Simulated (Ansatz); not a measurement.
Geometry optimisation, Ansatz, RKS B3LYP-D4/def2-SVP.

input.yaml

```yaml
crystal:
  periodic: [false, false, false]
  atoms:
    - { symbol: B, position_ang: [0.025481, -0.632079, -0.430948] }
    - { symbol: H, position_ang: [0.001377, 0.215155, 1.812949] }
    - { symbol: Cl, position_ang: [1.524495, 0.177025, -0.79727] }
    - { symbol: Cl, position_ang: [-1.505791, 0.122935, -0.782117] }
    - { symbol: Cl, position_ang: [0.058745, -2.331599, 0.213463] }
    - { symbol: H, position_ang: [0.024593, -0.475138, 2.003623] }
basis:
  gaussian: { orbitals: def2-SVP }
hamiltonian:
  xc: b3lyp
  dispersion: d4
relax:
  f_tol: 0.03
  max_steps: 50
```

Run as:

```bash
$ ansatz run input.yaml --threads 1 --pin off --max-ram 2048MiB --backend cpu --events-out ev --progress --plain --runs-dir out
```

**Question.** Where does it end, and by what steps?

**Answer.** The run converged. After 6 steps the energy has fallen by 0.229 eV; H2 moved furthest, 0.57 Å.

```
step  energy less start (eV)  largest force component (eV/Å)  accepted
   0                  0.0000                           1.775       yes
   1                 -0.1401                           0.732       yes
   2                 -0.1754                           0.652       yes
   3                 -0.2238                           0.203       yes
   4                 -0.2270                           0.177       yes
   5                 -0.2284                           0.051       yes
   6                 -0.2287                           0.002       yes
```

```xyz
6
Properties=species:S:1:pos:R:3
B 0.027 -0.753 -0.687
H -0.002 0.424 2.341
Cl 1.526 0.096 -0.992
Cl -1.505 0.040 -0.983
Cl 0.059 -2.400 -0.092
H 0.024 -0.330 2.433
```

Whether the end is a true minimum wasn't checked by a vibrational analysis.

Time of the run: 18 s on 1 thread of Arm Neoverse V2 (shared host), peak memory 0.15 GiB.
